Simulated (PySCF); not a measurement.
C6H12O2.
Structure used (GFN2-xTB), in Å, numbered top down from 1:
```xyz
20
C6H12O2 angstrom
C     -3.0494    0.1242   -0.8118
C     -1.6000   -0.2987   -0.6085
C     -1.0875    0.1000    0.7738
C      0.3253   -0.4176    1.0350
C      1.3596    0.2866    0.1873
O      1.2632    1.3938   -0.2691
O      2.4443   -0.4870    0.0306
C      3.5234    0.0679   -0.7094
H     -3.6938   -0.3575   -0.0789
H     -3.3921   -0.1532   -1.8057
H     -3.1506    1.2015   -0.7024
H     -0.9747    0.1715   -1.3690
H     -1.5179   -1.3821   -0.7282
H     -1.7585   -0.2975    1.5383
H     -1.0824    1.1883    0.8545
H      0.6012   -0.2389    2.0780
H      0.3978   -1.4904    0.8517
H      4.4021   -0.5240   -0.4646
H      3.3131    0.0098   -1.7793
H      3.6718    1.1140   -0.4349
```

Method: PBE0/pcSseg-1 in PySCF (dipole) on a GFN2-xTB geometry, gas phase.

Masses are those of the commonest isotopes; rigid-rotor values at the optimised geometry. The values belong to one conformer with, in the numbering `[CH3:1][CH2:2][CH2:3][CH2:4][C:5](=[O:6])[O:7][CH3:8]`, C1–C2–C3–C4 175°, C2–C3–C4–C5 70°, C3–C4–C5–O6 26°, C4–C5–O7–C8 -178°.

Task: Give the principal moments of inertia and the rotational constants in MHz.

Result: Ia = 104.26, Ib = 557.37, Ic = 580.15 u·Å²; 505379 MHz·u·Å²/I gives A = 4847, B = 906.7, C = 871.1 MHz.

Task: Classify the top.

Result: A near-prolate asymmetric top. Ray's parameter κ = (2B − A − C)/(A − C) = -0.982; −1 is the prolate and +1 the oblate limit.

Task: Is it planar, by Δ = Ic − Ia − Ib?

Result: Not planar: Δ = Ic − Ia − Ib = -81.48 u·Å². For a rigid frame Δ = −2 Σ m c², so Σ m c² = 40.74 u·Å² lies off the ab plane: 10.45 from hydrogen and 30.29 from heavier atoms. The atom farthest from that plane is 1.57 Å away.

Task: Give the other two planar moments, Paa and Pbb, and the rms extents of the mass along the axes.

Result: Paa = Σ m a² = (Ib + Ic − Ia)/2 = 516.63 and Pbb = Σ m b² = (Ia + Ic − Ib)/2 = 63.52 u·Å². With the mass M = 116.08 u, the rms extents √(P/M) along a, b and c are 2.11, 0.74, 0.59 Å.

Task: Where do the levels up to J = 3 lie, in K?

Result: Above 0(0,0), as E/k:
J = 1: 1(0,1) 0.085, 1(1,1) 0.274, 1(1,0) 0.276
J = 2: 2(0,2) 0.256, 2(1,2) 0.443, 2(1,1) 0.448, 2(2,1) 1.016, 2(2,0) 1.016
J = 3: 3(0,3) 0.512, 3(1,3) 0.697, 3(1,2) 0.707, 3(2,2) 1.272, 3(2,1) 1.272, 3(3,1) 2.222, 3(3,0) 2.222
Those of J = 1 are B + C, A + C and A + B.

Task: Which types of transition are allowed, and where do some lines up to J = 4 fall?

Result: The dipole components are |μa| = 0.72 D, |μb| = 1.05 D, |μc| = 1.07 D. Intensities carry the squares of the components, which stand as 0.45 : 0.95 : 1.00 (a : b : c). Some lines, for components of 0.1 D or more:

```
type  branch         J(Ka,Kc)    MHz  lower level (cm⁻¹)
   b       R  3(0,3) ← 2(1,2)   1427               0.308
   b       Q  4(1,3) ← 4(0,4)   4139               0.593
   a       R  3(1,3) ← 2(1,2)   5280               0.308
   a       R  4(3,2) ← 3(3,1)   7112               1.544
   b       Q  4(2,2) ← 4(1,3)  11701               0.731
   b       Q  3(2,1) ← 3(1,2)  11769               0.491
   c       Q  2(2,1) ← 2(1,1)  11821               0.312
   c       R  2(2,0) ← 1(1,0)  15413               0.192
   c       R  3(2,1) ← 2(1,1)  17156               0.312
   b       R  3(2,1) ← 2(1,2)  17263               0.308
   c       R  4(2,2) ← 3(1,2)  18883               0.491
   c       Q  3(3,1) ← 3(2,1)  19790               0.884
   b       Q  3(3,0) ← 3(2,1)  19790               0.884
   b       R  4(4,1) ← 3(3,0)  34819               1.544
   b       R  4(4,0) ← 3(3,1)  34819               1.544
```

Task: Estimate the classical rotational partition function at 25 K, 100 K and 298.15 K.

Result: Point group C1, symmetry number σ = 1; q = (√π/σ)·√((kT/h)³/(ABC)), k/h = 20836.6 MHz/K: 10800 at 25 K, 86200 at 100 K, 444000 at 298.15 K.

Not checked by GFN2-xTB frequencies. No vibrational averaging or centrifugal distortion is included, and the geometry carries the error of its method. A rigid rotor knows nothing of internal rotation, which can split or shift real lines.

Hardware: Arm Neoverse V2, one thread, no GPU (shared host). Cost: 26 s. This is the PBE0/pcSseg-1 job that gave the dipole, with the shieldings it also computed.
